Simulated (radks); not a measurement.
Problem. These are the eigenvalues of the occupied orbitals of an atom or ion with whole-number occupations (hartree). Method: Dirac Kohn-Sham, exchange-only PBE, spin-unpolarised, spherical densities, finite nucleus; Fermi nuclear charge, rms radius of each element as measured or else 0.836 A^(1/3) + 0.57 fm; computed with a radial shooting solver on a logarithmic mesh with Libxc functionals.

1s1/2: -194.7346
2s1/2: -33.57824
2p1/2: -30.62418
2p3/2: -30.39219

Which element is it, and in what charge state? The configuration may be excited. Open shells, if any, fill j = l - 1/2 first.

Solution. Z = 22, titanium, charge +13: Ti13+ in [He] 2s2 2p5. The list shows which subshells hold electrons but not how many an open one holds; the 1s level, -194.73 hartree, gives Z - s = 19.7 by -(Z - s)^2/2, which with screening and relativity narrows Z to a few neighbours, and the depths of the outer levels then fix element, charge and occupations together.
